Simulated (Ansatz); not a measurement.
```yaml
crystal:
  periodic: [false, false, false]
  atoms:
    - {symbol: O, position_ang: [-0.881583, 1.128157, -1.624514]}
    - {symbol: Si, position_ang: [0.174752, 0.736782, -0.021979]}
    - {symbol: B, position_ang: [0.940974, -0.867285, 0.109396]}
    - {symbol: N, position_ang: [-0.299922, -1.191869, 0.541312]}
    - {symbol: H, position_ang: [-1.492675, 2.048518, -1.482178]}
    - {symbol: H, position_ang: [-0.073039, 1.721823, 0.878051]}
    - {symbol: H, position_ang: [1.759620, -2.034694, 0.327251]}
    - {symbol: H, position_ang: [-0.760440, -1.571803, 0.811143]}
basis:
  gaussian: {orbitals: 6-31G, point_charges: [{charge: 0.50, position_ang: [4.939, 0.743, 0.990]}]}
magnetization: {spin_polarized: true, initial_magnetization: 1}
hamiltonian: {xc: {name: wB97X}}
output: {forces: true}
```

```sh
$ ansatz run in.yaml --threads 2 --pin off --events-out ev --progress --plain --max-ram 4352MiB
```

Shortened log:

```
Error: a molecule whose nuclei and cores have a total charge of 38 cannot have a net charge of 0 together with 1 unpaired electrons
```

Question: What is wrong with this run?

Answer: The number of unpaired electrons doesn't fit the electron count. The program refused the input.
